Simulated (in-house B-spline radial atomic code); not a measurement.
# RPA and G0W0 on wB97X: Mg8+

Configuration [He] 2s2, mean-field start wB97X. Computed with an all-electron radial atomic-structure program (B-spline basis): all electrons, non-relativistic, point nucleus, each spin shell either full or empty, empty states to l = 9 with an (l + 1/2)⁻⁴ tail; G0W0 by contour deformation at full frequency.

Command:
```bash
python run_gw.py task.json out
```
Settings (radii: box in bohr, nucleus in fm):
```
Z                        12
electrons                4
configuration            [He] 2s2
hamiltonian              nr
method                   wb97x
lmax                     9
spin_polarised           False
box_radius               7.7
intervals                45
ion_configuration        [He] 2s1
```

Time taken, with all properties: 1.7 s on 1 thread of Arm Neoverse N1, with other jobs on the host.

Energies (hartree):

| term | value |
| --- | --- |
| mean-field total | -162.17021 |
| Hartree-Fock functional on these orbitals | -161.96368 |
| direct second order | -0.36691 |
| second-order exchange | 0.17996 |
| SOSEX correction | 0.14264 |

Question: What is the RPA correlation energy, and what remains with SOSEX?

Answer: RPA gives -0.29123 hartree (-1.98 eV per electron); RPA + SOSEX gives -0.14859, and the second-order doubles -0.18695 hartree (no singles). SOSEX takes back 49 % of the RPA value.

Quasi-particle levels (eV):

| level | occupied | mean field | Σx - vxc | Σc | QP weight | G0W0 |
| --- | --- | --- | --- | --- | --- | --- |
| 2s | yes | -315.28 | -8.24 | ? | ? | ? |
| 1s | yes | -1586.51 | -59.28 | 5.24 | 0.974 | -1640.55 |
| 2p | no | -277.98 | 13.19 | -1.44 | 0.982 | -266.24 |

G0W0 = mean field + (Σx - vxc) + Σc, with Σc (partial-wave tail included) taken at the quasi-particle energy.

Question: Where does G0W0 put 2s?

Answer: At -327.16 eV, with Σc = -3.64 eV and a quasi-particle weight of 0.966. The tabulated removal energy is 327.99 ± 0.04 eV (NIST, semi-empirical); the calculation leaves out relativity, Breit and QED terms, and what these don't explain is the method's own error.

Question: What does it cost to remove one electron (to [He] 2s1) by differences of total energies, each species on its own start (correlation terms add to the Hartree-Fock functional)?

Answer: wB97X 323.33 eV, Hartree-Fock functional 323.29 eV, + RPA 326.97 eV, + RPA + SOSEX 325.96 eV, + second order 326.96 eV. Tabulated: 327.99 ± 0.04 eV (NIST, semi-empirical); the calculation leaves out relativity, Breit and QED terms, and what these don't explain is the method's own error.
